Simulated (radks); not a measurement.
Values are calculated unless marked as measured or tabulated.
Ionisation of neutral strontium, [Kr] 5s2, to Sr+, [Kr] 5s1, under several functionals. Non-relativistic Kohn-Sham, spin-polarised, spherical densities, point nucleus; open shells are filled with parallel spins first (spin-orbit coupling, left out, can overturn this in heavy ions); a radial shooting solver on a logarithmic mesh with Libxc functionals.

| functional | E(Sr) (hartree) | Exc (hartree) | IE (eV) | -e(HOMO) (eV) | <r> HOMO (bohr) | IE error (eV) |
|---|---|---|---|---|---|---|
| BLYP | -3133.41393 | -103.77278 | 5.594 | 3.323 | 4.373 | -0.101 |
| exchange-only LDA | -3125.99809 | -96.24575 | 4.747 | 2.796 | 4.476 | -0.947 |
| TASK exchange with Perdew-Wang LDA correlation | -3132.48431 | -102.85266 | 4.964 | 3.638 | 4.704 | -0.731 |
| HCTH/407 | -3135.11668 | -105.61469 | 6.071 | 3.480 | 4.473 | +0.376 |
| AM05 | -3129.60145 | -99.90839 | 5.516 | 3.432 | 4.393 | -0.179 |
| revTPSS | -3132.55634 | -102.89300 | 5.534 | 3.524 | 4.468 | -0.161 |

NIST Atomic Spectra Database: 5.695 eV (measured). Closest: BLYP. The Delta-SCF values span 1.32 eV, the total energies 9.12 hartree. The highest occupied level is 5s. Relativity is left out here, which matters for elements this heavy.
